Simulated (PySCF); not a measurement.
## Calculated data, CH7NSi2, FO2Si, Al2H3O, B2H5Si

Calculation on a computer-drawn molecule: optimised geometry and harmonic frequencies of an isolated molecule of the commonest isotopes, restricted reference for singlets and unrestricted otherwise, frozen core in MP2. Program: PySCF 2.14.0.

Common to all runs: method HF.

```yaml
- entry: 1
  formula: CH7NSi2
  start_structure:
    atoms_angstrom:
      - [Si, -0.2057, 1.6445, -2.7678]
      - [C, -0.2612, 1.1934, -1.092]
      - ["N", 0.4438, 0.0646, -0.4141]
      - [Si, 1.5449, -0.9556, -1.1418]
      - [H, 0.6204, 0.988, -3.8155]
      - [H, -1.0338, 2.6789, -3.1885]
      - [H, -0.9581, 1.6601, -0.3929]
      - [H, 0.141, 0.0223, 0.5148]
      - [H, 2.7506, -0.2273, -1.6872]
      - [H, 1.0097, -1.7675, -2.2483]
      - [H, 1.9871, -1.7836, -0.0133]
  given:
    charge: 0
    multiplicity: 1
    basis: "cc-pV(D+d)Z"
    drawn_bonds_atom: [1, 2, 3, 1, 1, 2, 3, 4, 4, 4]
    drawn_bonds_other_atom: [2, 3, 4, 5, 6, 7, 8, 9, 10, 11]
    drawn_bonds_order: [2, 1, 1, 1, 1, 1, 1, 1, 1, 1]
  results:
    optimised_atom_element: [Si, C, "N", Si, H, H, H, H, H, H, H]
    "optimised_atom_x [angstrom]": [-0.2484, -0.2566, 0.4213, 1.596, 0.5951, -1.103, -0.938, 0.1737, 2.763, 1.024, 2.012]
    "optimised_atom_y [angstrom]": [1.646, 1.118, 0.1126, -0.9886, 1.061, 2.783, 1.682, 0.02798, -0.2629, -1.815, -1.847]
    "optimised_atom_z [angstrom]": [-2.777, -1.138, -0.4589, -1.1, -3.829, -3.131, -0.5069, 0.5059, -1.653, -2.188, 0.02952]
    "modes_frequency [cm^-1]": [33.67, 136.8, 147.9, 187.5, 375.7, 378.4, 522.7, 647.0, 755.4, 765.8, 829.2, 900.6, 918.1, 990.0, 1008, 1032, 1061, 1285, 1457, 1576, 2299, 2316, 2329, 2377, 2397, 3300, 3835]
    "modes_reduced_mass [dalton]": [1.451, 1.026, 4.068, 1.406, 1.222, 1.908, 1.518, 1.721, 2.409, 1.17, 1.919, 1.196, 2.538, 1.12, 1.051, 1.106, 1.055, 1.571, 2.104, 1.43, 1.051, 1.039, 1.031, 1.031, 1.053, 1.086, 1.076]
    "rotational_constants [GHz]": [10.68, 2.197, 1.861]
    "total_energy [hartree]": -674.2112
    "convergence_status_largest_gradient_component [hartree/bohr]": 2.733e-05
- entry: 2
  formula: CH7NSi2
  start_structure:
    atoms_angstrom:
      - [C, -2.5743, 0.5582, -1.4533]
      - [Si, -1.4708, -0.6158, -0.6865]
      - ["N", -1.5062, -2.2793, -1.0583]
      - [Si, 0.1339, -0.2751, 0.8854]
      - [H, -2.6476, 1.524, -1.222]
      - [H, -3.2416, 0.2276, -2.2394]
      - [H, -0.6089, -2.7987, -1.1381]
      - [H, -2.2064, -2.6397, -1.7055]
      - [H, -0.0595, -1.0983, 2.1078]
      - [H, 1.58, -0.5991, 0.3646]
      - [H, 0.1603, 1.1185, 1.2497]
  given:
    charge: 0
    multiplicity: 1
    basis: "cc-pV(D+d)Z"
    drawn_bonds_atom: [1, 2, 2, 1, 1, 3, 3, 4, 4, 4]
    drawn_bonds_other_atom: [2, 3, 4, 5, 6, 7, 8, 9, 10, 11]
    drawn_bonds_order: [2, 1, 1, 1, 1, 1, 1, 1, 1, 1]
  results:
    optimised_atom_element: [C, Si, "N", Si, H, H, H, H, H, H, H]
    "optimised_atom_x [angstrom]": [-2.523, -1.475, -1.474, 0.1456, -2.454, -3.289, -0.7652, -2.092, -0.1175, 1.496, 0.1065]
    "optimised_atom_y [angstrom]": [0.488, -0.6947, -2.329, -0.2008, 1.5, 0.324, -2.98, -2.7, -0.9612, -0.5737, 1.25]
    "optimised_atom_z [angstrom]": [-1.372, -0.7681, -1.232, 0.8574, -0.9875, -2.122, -0.9625, -1.926, 2.102, 0.3696, 1.144]
    "modes_frequency [cm^-1]": [58.97, 109.3, 148.0, 205.0, 243.8, 303.0, 443.9, 526.1, 569.2, 613.4, 733.0, 753.5, 847.4, 903.1, 989.2, 1016, 1031, 1099, 1492, 1684, 2300, 2307, 2326, 3289, 3376, 3796, 3899]
    "modes_reduced_mass [dalton]": [1.029, 1.192, 3.064, 3.693, 2.625, 1.13, 5.327, 1.169, 1.156, 1.079, 1.32, 1.219, 2.07, 1.971, 1.238, 1.036, 1.049, 3.959, 1.228, 1.12, 1.048, 1.031, 1.041, 1.057, 1.113, 1.05, 1.097]
    "rotational_constants [GHz]": [6.206, 2.871, 2.008]
    "total_energy [hartree]": -674.2388
    "convergence_status_largest_gradient_component [hartree/bohr]": 3.204e-05
- entry: 3
  formula: FO2Si
  start_structure:
    atoms_angstrom:
      - [O, -2.4123, -0.6537, 3.6185]
      - [Si, -0.8788, -0.7161, 3.0165]
      - [O, 0.0625, -1.7369, 2.715]
      - [F, -0.3873, 0.8108, 2.7722]
  given:
    charge: -1
    multiplicity: 1
    basis: "aug-cc-pV(D+d)Z"
    drawn_bonds_atom: [1, 2, 2]
    drawn_bonds_other_atom: [2, 3, 4]
    drawn_bonds_order: [2, 1, 1]
  results:
    optimised_atom_element: [O, Si, O, F]
    "optimised_atom_x [angstrom]": [-2.369, -0.9462, 0.08049, -0.3817]
    "optimised_atom_y [angstrom]": [-0.662, -0.6858, -1.757, 0.8089]
    "optimised_atom_z [angstrom]": [3.598, 3.052, 2.705, 2.767]
    "modes_frequency [cm^-1]": [392.6, 424.8, 471.0, 804.1, 1086, 1351]
    "modes_reduced_mass [dalton]": [18.26, 17.59, 22.25, 19.88, 17.98, 20.44]
    "rotational_constants [GHz]": [8.66, 7.905, 4.133]
    "total_energy [hartree]": -538.2966
    "convergence_status_largest_gradient_component [hartree/bohr]": 2.244e-05
- entry: 4
  formula: Al2H3O
  start_structure:
    atoms_angstrom:
      - [O, -0.8004, -1.1569, -0.8352]
      - [Al, -0.8016, 0.2952, -0.1197]
      - [Al, -0.4096, 2.4842, 1.2435]
      - [H, -0.6176, -2.0466, -1.2662]
      - [H, 0.3205, 3.6119, 2.1967]
      - [H, -1.8519, 2.885, 0.6338]
  given:
    charge: 0
    multiplicity: 2
    basis: "cc-pV(D+d)Z"
    drawn_bonds_atom: [1, 2, 1, 3, 3]
    drawn_bonds_other_atom: [2, 3, 4, 5, 6]
    drawn_bonds_order: [1, 1, 1, 1, 1]
  results:
    optimised_atom_element: [O, Al, Al, H, H, H]
    "optimised_atom_x [angstrom]": [-0.5398, -0.3651, -0.7768, -0.811, 0.4585, -2.126]
    "optimised_atom_y [angstrom]": [-1.092, 0.5905, 2.31, -1.732, 2.85, 3.146]
    "optimised_atom_z [angstrom]": [-0.958, -0.9009, 1.054, -0.3224, 1.893, 1.088]
    "modes_frequency [cm^-1]": [119.8, 125.9, 285.4, 307.1, 369.6, 504.6, 511.3, 817.8, 871.2, 1948, 1953, 4222]
    "modes_reduced_mass [dalton]": [4.742, 1.239, 11.46, 1.1, 1.202, 1.301, 1.145, 1.086, 6.533, 1.025, 1.059, 1.068]
    "rotational_constants [GHz]": [30.69, 2.538, 2.428]
    "total_energy [hartree]": -560.4639
    spin_squared: 0.8077
    "convergence_status_largest_gradient_component [hartree/bohr]": 2.145e-05
- entry: 5
  formula: B2H5Si
  start_structure:
    atoms_angstrom:
      - [B, -2.5774, -2.1613, 0.2219]
      - [B, -2.4457, -0.578, 0.6772]
      - [Si, -0.9002, 0.2884, 1.4037]
      - [H, -2.4837, -2.4332, -0.8995]
      - [H, -3.028, -2.9997, 0.9328]
      - [H, -3.4802, 0.0602, 0.6045]
      - [H, -0.5821, 0.3799, 2.7725]
      - [H, 0.1256, 0.98, 0.6336]
  given:
    charge: 1
    multiplicity: 1
    basis: "cc-pV(D+d)Z"
    drawn_bonds_atom: [1, 2, 1, 1, 2, 3, 3]
    drawn_bonds_other_atom: [2, 3, 4, 5, 6, 7, 8]
    drawn_bonds_order: [1, 1, 1, 1, 1, 1, 1]
  results:
    optimised_atom_element: [B, B, Si, H, H, H, H, H]
    "optimised_atom_x [angstrom]": [-2.65, -2.517, -0.8754, -2.419, -2.99, -3.455, -0.5736, 0.1076]
    "optimised_atom_y [angstrom]": [-2.189, -0.5826, 0.3117, -2.482, -3.024, 0.1623, 0.3508, 0.9897]
    "optimised_atom_z [angstrom]": [0.1886, 0.6805, 1.419, -0.9472, 0.974, 0.6121, 2.854, 0.5661]
    "modes_frequency [cm^-1]": [178.0, 204.4, 284.2, 483.4, 503.8, 538.4, 596.3, 811.0, 859.6, 964.3, 1011, 1069, 1228, 2394, 2428, 2704, 2719, 2800]
    "modes_reduced_mass [dalton]": [2.987, 1.133, 1.055, 1.156, 1.085, 4.152, 1.149, 1.389, 1.609, 2.293, 1.151, 1.511, 1.183, 1.029, 1.056, 1.052, 1.088, 1.124]
    "rotational_constants [GHz]": [33.78, 4.183, 4.034]
    "total_energy [hartree]": -340.8655
    "convergence_status_largest_gradient_component [hartree/bohr]": 1.956e-05
```
